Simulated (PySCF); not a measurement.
Unrelated species, one level of theory. Computed, not measured: TDDFT wB97X-D/def2-SVPD, vertical, gas phase, core orbitals frozen in the response in PySCF. Geometries: GFN2-xTB; one conformer of each isolated species. Triplets are in the Tamm–Dancoff approximation. Ions are computed without counter-ions or solvent.

Problem. Rank by computed lowest singlet excitation energy, lowest first.
A. `CC[P+]1(C)CC1`
B. `OCc1cccs1`
C. `SCc1ccco1`
D. `C1CC[PH2+]CC1`
E. `CCC(=O)C(F)(F)F`

Solution. E (4.42 eV), C (5.33 eV), B (5.69 eV), A (8.27 eV), D (8.70 eV).

| SMILES | S1 (eV) | α (au) | T1 (eV) | LUMO (eV) | f (S1) | HOMO (eV) | S1 mainly |
| --- | --- | --- | --- | --- | --- | --- | --- |
| CCC(=O)C(F)(F)F | 4.42 | 53.5 | 3.84 | 0.19 | 0.000 | -10.37 | H→L (98%) |
| SCc1ccco1 | 5.33 | 81.4 | 3.87 | 1.40 | 0.054 | -8.21 | H→L (47%) |
| OCc1cccs1 | 5.69 | 78.6 | 3.79 | 1.03 | 0.135 | -8.76 | H→L (94%) |
| CC[P+]1(C)CC1 | 8.27 | 75.7 | 6.54 | -2.58 | 0.205 | -15.22 | H→L (84%) |
| C1CC[PH2+]CC1 | 8.70 | 71.8 | 8.22 | -2.50 | 0.023 | -15.36 | H→L (93%) |

H and L stand for HOMO and LUMO.

Mean S1 by what the SMILES shows (count): single bonds only 8.49 eV (2); an aromatic ring 5.51 eV (2).

- `CCC(=O)C(F)(F)F`: S1 has the pattern of n→π* at C=O.
- `SCc1ccco1`: Löwdin shares by element: HOMO carbon 55% or more, sulfur 21% (atoms not listed hold the other 24%); LUMO sulfur 28%, carbon 25% or more, oxygen 11% (atoms not listed hold the other 36%).
- `OCc1cccs1`: Löwdin shares by element: HOMO carbon 81% or more (atoms not listed hold the other 19%); LUMO carbon 52% or more, sulfur 22% (atoms not listed hold the other 26%).
- `CC[P+]1(C)CC1`: Löwdin shares by element: HOMO carbon 46% or more, phosphorus 30% (atoms not listed hold the other 25%); LUMO carbon 38% or more, phosphorus 35% (atoms not listed hold the other 28%).
- `C1CC[PH2+]CC1`: Löwdin shares by element: HOMO carbon 54% or more, hydrogen 8% or more (atoms not listed hold the other 38%); LUMO phosphorus 38%, hydrogen 24% or more, carbon 11% or more (atoms not listed hold the other 28%).
